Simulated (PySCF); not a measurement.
# How methods differ on the ionisation energy of Ni²⁺

Ni²⁺ [Ar] 3d8 (3F) → Ni³⁺ [Ar] 3d7 (4F), as a difference of total energies. All numbers are calculated (PySCF 2.14, no relativity, point nucleus, in def2-QZVPPD). Correlated levels: valence: [Ar] frozen. The calculations carry no spin-orbit coupling.

```
           method  ionisation energy (eV)
              UHF                  32.874
    MP2 (valence)                  35.182
SCS-MP2 (valence)                  35.121
   CCSD (valence)                  34.879
CCSD(T) (valence)                  34.966
```

Problem. How much does correlation contribute at CCSD(T) (valence)?

Solution. 34.966 − (32.874) = 2.092 eV, measured against UHF.

A first-order spin-orbit estimate (lowest level to lowest level, LS coupling) adds -0.013 eV.

These non-relativistic numbers lack the scalar-relativistic shift.

Errors of the correlated levels include the incompleteness of this basis and the frozen core.

For comparison: 35.187 ± 0.019 eV (measured; NIST Atomic Spectra Database, ionization energies).
